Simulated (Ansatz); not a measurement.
`[OH][Ti]([OH])([F])[F]` + H–F → `[OH][Ti]([F])([F])[F]` + H₂O  (ligand exchange at a Ti–O bond)

Computed with Ansatz on PBE0-D4/def2-TZVP structures; ΔE is electronic, products minus reactants. CBS: MP2 limit from def2 TZ/QZ plus the TZ coupled-cluster correction, frozen cores. This one scheme is used for every species. DFT in def2-TZVPP. For Ti outer-core shells are correlated without core-valence functions, which leaves a few kJ/mol of doubt a bond. Scalar relativity is left out up to krypton. One conformer a species, not always the lowest.

```csv
level,ΔE (kcal/mol)
ωB97M-V,-11.3
HF/CBS(def2),-12.0
```

Task: What does CCSD(T)/CBS give? (Estimate.)

Result: Ansatz gave: -9.5 kcal/mol. The listed levels differ from it by -1.8, -2.5 kcal/mol.

Largest T1 diagnostic among the species: 0.023, so the coupled-cluster value is less sure than usual.

From BLYP to BHLYP (50 % exact exchange), in def2-TZVPP and without D4, ΔE moves by +1.0 kcal/mol. At CCSD(T), def2-SVP lies −1.8 kcal/mol from the extrapolated value and def2-TZVPP −0.6 kcal/mol. In def2-TZVPP, CCSD(T) changes the Hartree–Fock value by +1.5 kcal/mol (the triples alone add +0.2 kcal/mol) and MP2 by +2.1 kcal/mol.
